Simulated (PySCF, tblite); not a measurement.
A set of runs on `FC[C@]1(B(Cl)Cl)[C@@H]2C[C@@H]21`; the geometry of each is named by its level. Settings lines and outputs come from a driver script.

Species: C5H6BCl2F.
SMILES with atom numbers: `[F:1][CH2:2][C@:3]1([B:4]([Cl:5])[Cl:6])[C@@H:7]2[CH2:8][C@H:9]12` (hydrogens: H10, H11 on C2; H12 on C7; H13, H14 on C8; H15 on C9)

Step 1: GFN2-xTB geometry optimisation, gas phase (tblite 0.8.0) (from a force-field or distance-geometry start)
```json
{"job": {"kind": "relax", "xc": "GFN2-xTB", "basis": "xTB"}, "charge": 0, "multiplicity": 1}
```
```
step      E/eV     max force
  0    -782.76820    3.824
  1    -783.28205    1.725
  2    -783.49815    0.930
...
118    -784.12723    0.022
119    -784.12729    0.020
120    -784.12734    0.017
121    -784.12736    0.020
122    -784.12737    0.009
```

Energy lowered by 31.3 kcal/mol over 122 steps; largest atomic force 0.009 eV/Å at the end. «max force» is the largest atomic force in eV/Å.

The run took 1.8 s on one thread, Arm Neoverse N1 (aarch64), no GPU, shared host.

Step 2: GFN2-xTB harmonic vibrations, gas phase (tblite 0.8.0) (on the GFN2-xTB geometry)
```json
{"job": {"kind": "ir", "xc": "GFN2-xTB", "basis": "xTB"}, "charge": 0, "multiplicity": 1}
```
```
(table of modes left out)
```

39 modes from 24 to 3185 cm⁻¹ (unscaled, harmonic); zero-point energy 63.4 kcal/mol; all wavenumbers are real at this level.

On one thread, Arm Neoverse N1 (aarch64), shared host with 64 logical CPUs at a one-minute load of 61, this took 1.1 s of wall time.

Step 3: TDDFT CAM-B3LYP/def2-SVPD, vertical, gas phase, core orbitals frozen in the response (PySCF 2.14.0, density-fitted response routines) (on the GFN2-xTB geometry)
```json
{"job": {"kind": "uv", "xc": "CAM-B3LYP", "basis": "def2-SVPD", "nstates": 8, "ntriplets": 3}, "charge": 0, "multiplicity": 1}
```
```
...
Static polarisability (au): isotropic 92.123, principal 73.362 94.690 108.315
Singlet excitations
state   eV       nm        f      main configurations
  1   5.5326    224.1   0.00134   H->L 0.94
  2   6.1991    200.0   0.00044   H-1->L 0.84
  3   6.3071    196.6   0.00017   H-2->L 0.89
  4   7.0345    176.3   0.20586   H-3->L 0.80, H-1->L 0.09
  5   7.2540    170.9   0.12738   H-4->L 0.81, H-5->L 0.09
  6   7.4052    167.4   0.00602   H->L+1 0.74, H->L+2 0.12
  7   7.7248    160.5   0.04553   H-5->L 0.79, H-4->L 0.09
  8   7.8294    158.4   0.03398   H->L+4 0.56, H->L+3 0.27
Triplet excitations (Tamm-Dancoff, eV): 5.1316 5.8817 6.0709
```

HOMO -9.11 eV, LUMO -0.35 eV; lowest singlet 5.53 eV; lowest triplet 5.13 eV (Tamm–Dancoff); mean polarisability 92.1 au.

Time: 2.2 min of wall time; peak memory 1.1 GiB. Hardware: Arm Neoverse N1, one thread, no GPU (shared host).

Geometry of the electronic-property runs (GFN2-xTB):
```
atom  x, y, z in Å
F1    -1.221   -0.532    2.089
C2    -0.559    0.476    1.425
C3    -0.396    0.104   -0.042
B4    -1.719    0.160   -0.906
Cl5   -3.194    0.772   -0.289
Cl6   -1.675   -0.383   -2.540
C7     0.596   -0.976   -0.458
C8     1.854   -0.353    0.053
C9     0.892    0.430   -0.785
H10    0.387    0.621    1.950
H11   -1.175    1.375    1.528
H12    0.423   -1.864   -1.026
H13    2.773   -0.660   -0.432
H14    1.988   -0.142    1.104
H15    1.022    0.978   -1.693
```

 (This holds for the electronic-property runs.)

One conformer stands for the species.
